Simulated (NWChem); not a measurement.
The numbers come from NWChem runs, not from measurements. System: C4H8O3, charge 1, spin multiplicity 2, at the geometry of a parent with another charge or spin, in a state set for the comparison that need not be this species' ground state. Its SCF solution wasn't tested for a lower state.

Input file:

```
start mol
memory heap 200 mb stack 900 mb global 1100 mb
charge 1
geometry units angstroms nocenter noautoz
  C      3.039390    -0.382998     0.000000
  C      1.784637     0.464002     0.000000
  O      0.654445    -0.423549     0.000000
  C     -0.547234     0.156758     0.000000
  O     -0.760979     1.344181     0.000000
  O     -1.479272    -0.802033     0.000000
  C     -2.830157    -0.347741     0.000000
  H      3.079460    -1.027661    -0.891404
  H      3.929797     0.264634     0.000000
  H      3.079460    -1.027661     0.891404
  H      1.728321     1.116637     0.886529
  H      1.728321     1.116637    -0.886529
  H     -3.453615    -1.250429     0.000000
  H     -3.042558     0.259460     0.893293
  H     -3.042558     0.259460    -0.893293
  symmetry group Cs
end
basis spherical
  * library def2-svp
end
dft
  xc hfexch 0.53 becke88 0.47 lyp 0.73 mp2 0.27
  dftmp2
  odft
  mult 2
  semidirect memsize 60000000 filesize 0
  iterations 100
end
mp2
  freeze core 7
end
task dft energy
```

The output up to the point where the run's verdict is printed (cleaned and shortened):

```
             Northwest Computational Chemistry Package (NWChem) 7.3.0
             --------------------------------------------------------

                                NWChem Input Module
                                -------------------

 Scaling coordinates for geometry "geometry" by  1.889725989
 (inverse scale =  0.529177249)

 Turning off AUTOSYM since
 SYMMETRY directive was detected!

                             Geometry "geometry" -> ""
                             -------------------------

 Output coordinates in angstroms (scale by  1.889725989 to convert to a.u.)

  No.       Tag          Charge          X              Y              Z
 ---- ---------------- ---------- -------------- -------------- --------------
    1 C                    6.0000     3.03939000    -0.38299800     0.00000000
    2 C                    6.0000     1.78463700     0.46400200     0.00000000
    3 O                    8.0000     0.65444500    -0.42354900     0.00000000
    4 C                    6.0000    -0.54723400     0.15675800     0.00000000
    5 O                    8.0000    -0.76097900     1.34418100     0.00000000
    6 O                    8.0000    -1.47927200    -0.80203300     0.00000000
    7 C                    6.0000    -2.83015700    -0.34774100     0.00000000
    8 H                    1.0000     3.07946000    -1.02766100    -0.89140400
    9 H                    1.0000     3.92979700     0.26463400     0.00000000
   10 H                    1.0000     3.07946000    -1.02766100     0.89140400
   11 H                    1.0000     1.72832100     1.11663700     0.88652900
   12 H                    1.0000     1.72832100     1.11663700    -0.88652900
   13 H                    1.0000    -3.45361500    -1.25042900     0.00000000
   14 H                    1.0000    -3.04255800     0.25946000     0.89329300
   15 H                    1.0000    -3.04255800     0.25946000    -0.89329300

 Effective nuclear repulsion energy (a.u.)     319.5033272197

            Nuclear Dipole moment (a.u.)
            ----------------------------
        X                 Y               Z
[...]
 d= 0,ls=0.0,diis    75   -381.5059230413  3.80D-06  1.32D-04  6.68D-05    40.4
                                                     2.81D-04  4.33D-05
 d= 0,ls=0.0,diis    76   -381.5058364529  8.66D-05  9.65D-06  1.24D-04    40.9
                                                     2.12D-05  7.78D-05
 d= 0,ls=0.0,diis    77   -381.5058299048  6.55D-06  1.86D-04  1.27D-04    41.4
                                                     3.98D-04  8.02D-05
 d= 0,ls=0.0,diis    78   -381.5059469016 -1.17D-04  7.78D-05  5.15D-05    41.9
                                                     1.67D-04  3.38D-05
 d= 0,ls=0.0,diis    79   -381.5059048373  4.21D-05  3.44D-05  7.75D-05    42.4
                                                     7.06D-05  5.00D-05
 d= 0,ls=0.0,diis    80   -381.5059273080 -2.25D-05  4.62D-05  5.91D-05    42.9
                                                     9.29D-05  3.83D-05
 d= 0,ls=0.0,diis    81   -381.5059548312 -2.75D-05  2.97D-05  3.61D-05    43.3
                                                     5.49D-05  2.37D-05
 d= 0,ls=0.0,diis    82   -381.5059716505 -1.68D-05  2.48D-04  2.00D-05    43.8
                                                     5.53D-04  1.31D-05
 d= 0,ls=0.0,diis    83   -381.5060459339 -7.43D-05  2.38D-04  2.32D-06    44.3
                                                     5.35D-04  1.56D-06
 d= 0,ls=0.0,diis    84   -381.5060968324 -5.09D-05  1.32D-04  2.01D-05    44.7
                                                     2.93D-04  1.43D-05
 d= 0,ls=0.0,diis    85   -381.5060671233  2.97D-05  1.47D-04  9.74D-06    45.2
                                                     3.26D-04  6.81D-06
 d= 0,ls=0.0,diis    86   -381.5060862316 -1.91D-05  3.21D-04  5.07D-05    45.7
                                                     7.05D-04  3.60D-05
 d= 0,ls=0.0,diis    87   -381.5060134257  7.28D-05  6.79D-05  3.66D-05    46.2
                                                     1.50D-04  2.51D-05
 d= 0,ls=0.0,diis    88   -381.5059938707  1.96D-05  2.40D-05  4.21D-05    46.7
                                                     5.17D-05  2.86D-05
 d= 0,ls=0.0,diis    89   -381.5060025075 -8.64D-06  1.78D-05  3.69D-05    47.2
                                                     3.94D-05  2.52D-05
 d= 0,ls=0.0,diis    90   -381.5059972854  5.22D-06  1.66D-05  3.83D-05    47.7
                                                     3.64D-05  2.61D-05
 d= 0,ls=0.0,diis    91   -381.5059917248  5.56D-06  4.17D-05  4.09D-05    48.2
                                                     9.04D-05  2.78D-05
 d= 0,ls=0.0,diis    92   -381.5059752571  1.65D-05  1.74D-05  5.14D-05    48.7
                                                     3.83D-05  3.49D-05
 d= 0,ls=0.0,diis    93   -381.5059813101 -6.05D-06  2.43D-05  4.90D-05    49.3
                                                     5.45D-05  3.33D-05
 d= 0,ls=0.0,diis    94   -381.5059878663 -6.56D-06  2.35D-04  4.90D-05    49.8
                                                     5.13D-04  3.35D-05
 d= 0,ls=0.0,diis    95   -381.5060566665 -6.88D-05  4.43D-05  2.22D-05    50.3
                                                     9.89D-05  1.56D-05
 d= 0,ls=0.0,diis    96   -381.5060625003 -5.83D-06  1.23D-04  3.22D-05    50.8
                                                     2.76D-04  2.28D-05
 d= 0,ls=0.0,diis    97   -381.5060408701  2.16D-05  1.03D-04  1.68D-05    51.3
                                                     2.30D-04  1.16D-05
 d= 0,ls=0.0,diis    98   -381.5060154486  2.54D-05  4.06D-05  1.91D-05    51.8
                                                     9.14D-05  1.28D-05
 d= 0,ls=0.0,diis    99   -381.5060261947 -1.07D-05  8.95D-05  1.72D-05    52.2
                                                     2.01D-04  1.16D-05
 d= 0,ls=0.0,diis   100   -381.5060464241 -2.02D-05  1.46D-06  1.84D-05    52.7
                                                     1.54D-06  1.26D-05
```

Convergence was not reached. The next line reads: Calculation failed to converge. NWChem stopped with the message: dft energy failed.
